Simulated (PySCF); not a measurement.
**Indium: a sound run and one with changed settings**

Sound run: In⁺ [Kr] 4d10 5s2, In²⁺ [Kr] 4d10 5s1. Computed with PySCF 2.14 in cc-pVDZ-PP with ECP28MDF (4s3p2d, 23 functions), with scalar relativity through the core potential. The sound run starts from symmetry-adapted Hartree-Fock orbitals and uses a fine grid where one is needed.

Changed run: initial guess atom, at most 5 SCF cycles. This setting is unsound on purpose.

```json
{"species": "In⁺", "method": "UHF", "sound run (hartree)": "-189.01390", "changed run (hartree)": "-189.01390", "converged": "no"}
{"species": "In⁺", "method": "r2SCAN", "sound run (hartree)": "-189.96511", "changed run (hartree)": "-189.96511", "converged": "no"}
{"species": "In⁺", "method": "PBE0", "sound run (hartree)": "-189.90184", "changed run (hartree)": "-189.90184", "converged": "no"}
{"species": "In²⁺", "method": "UHF", "sound run (hartree)": "-188.38874", "changed run (hartree)": "-188.38874", "converged": "no"}
{"species": "In²⁺", "method": "r2SCAN", "sound run (hartree)": "-189.27444", "changed run (hartree)": "-189.27444", "converged": "no"}
{"species": "In²⁺", "method": "PBE0", "sound run (hartree)": "-189.21422", "changed run (hartree)": "-189.21422", "converged": "no"}
```

The SCF was stopped early; the energies are upper bounds that still move, and correlated levels were skipped or rest on poor orbitals.
